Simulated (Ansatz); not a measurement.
# Ligand exchange: Sn(CH3)Br + GeH3(NH2) → Sn(CH3)(NH2) + GeH3Br

Species: Sn(CH3)Br, singlet; GeH3(NH2), singlet; Sn(CH3)(NH2), singlet; GeH3Br `[GeH3][Br]`, singlet. The partners trade Br for NH2: Sn–Br and Ge–NH2 bonds give way to Sn–NH2 and Ge–Br.

Shapes, held fixed at every level: PBE0-D4/def2-TZVP. Flexible molecules stand in one conformer, not always the lowest. Programs: Ansatz 0.2.0. The zero-point and thermal change to 298 K, harmonic and unscaled (PBE0-D4/def2-TZVP), is -1.0 kJ/mol.

| level | kind | ΔH(298 K) (kJ/mol) | less CCSD(T)/def2-TZVPP |
| --- | --- | --- | --- |
| HF/def2-TZVPP | Hartree–Fock | +33.8 | +13.7 |
| PBE-D4/def2-TZVPP | GGA | +20.6 | +0.5 |
| r2SCAN0-D4/def2-TZVPP | global hybrid | +24.9 | +4.8 |
| wB97M-V/def2-TZVPP | range-separated hybrid | +21.9 | +1.8 |
| MP2/def2-TZVPP | perturbation theory | +20.6 | +0.5 |
| CCSD/def2-TZVPP | coupled cluster or CI | +22.3 | +2.2 |
| CCSD(T)/def2-TZVPP | coupled cluster or CI | +20.1 | 0.0 |

The highest level, CCSD(T)/def2-TZVPP, gives ΔH(298 K) = +20.1 kJ/mol; the levels span +20.1 to +33.8. The column of differences is taken from that level and isn't an error. No measured value is set beside it here. For atoms past krypton def2 sets carry core potentials with scalar relativity. Relativity is left out for Br, Ge. Outer-core shells of Br, Ge, Sn are correlated, in sets that cover them unevenly.
